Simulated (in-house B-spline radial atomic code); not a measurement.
**RPA and G0W0 on BHandHLYP: the calcium ion Ca⁵⁺**

Configuration [Ne] 3s2 3p3, highest spin, mean-field start BHandHLYP. Computed with a B-spline radial code for spherical atoms: all electrons, scalar-relativistic (spin-free one-electron X2C), finite nucleus, each spin shell either full or empty, empty states to l = 9 with an (l + 1/2)⁻⁴ tail; G0W0 by contour deformation at full frequency.

Command:
```bash
python run_gw.py task.json out
```
Settings (radii: box in bohr, nucleus in fm):
```
Z                        20
electrons                15
configuration            [Ne] 3s2 3p3
hamiltonian              x2c
method                   bhandhlyp
lmax                     9
rms_radius               3.4776
spin_polarised           True
box_radius               10.43
intervals                68
```

Cost of the run: 2.8 s on 1 thread of Arm Neoverse N1, with other jobs on the host.

Energies (hartree):

| term | value |
| --- | --- |
| mean-field total | -672.39180 |
| Hartree-Fock functional on these orbitals | -671.74252 |
| direct second order | -0.99905 |
| second-order exchange | 0.36325 |
| SOSEX correction | 0.33564 |

Task: What is the RPA correlation energy, and what remains with SOSEX?

Result: RPA gives -0.89824 hartree (-1.63 eV per electron); RPA + SOSEX gives -0.5626, and the second-order doubles -0.6358 hartree (no singles). RPA lacks exchange-type terms and so overcorrelates at short range.

Quasi-particle levels (eV):

```json
{"level": "3p up", "occupied": "yes", "mean field": "-103.28", "Σx - vxc": "-4.52", "Σc": "?", "QP weight": "?", "G0W0": "?"}
{"level": "3s down", "occupied": "yes", "mean field": "-117.28", "Σx - vxc": "-2.07", "Σc": "-2.81", "QP weight": "0.964", "G0W0": "-122.16"}
{"level": "2p down", "occupied": "yes", "mean field": "-433.47", "Σx - vxc": "-16.23", "Σc": "6.18", "QP weight": "0.941", "G0W0": "-443.52"}
{"level": "3p down", "occupied": "no", "mean field": "-88.21", "Σx - vxc": "6.55", "Σc": "-3.02", "QP weight": "0.962", "G0W0": "-84.68"}
```

G0W0 = mean field + (Σx - vxc) + Σc, with Σc (partial-wave tail included) taken at the quasi-particle energy. Only the outer levels were computed. Levels of low weight are left out.

Task: Where does G0W0 put 3p up?

Result: At -108.16 eV, with Σc = -0.36 eV and a quasi-particle weight of 0.962. The tabulated removal energy is 108.78 ± 0.25 eV (NIST, semi-empirical); the calculation leaves out spin-orbit coupling, Breit and QED terms, and what these don't explain is the method's own error.
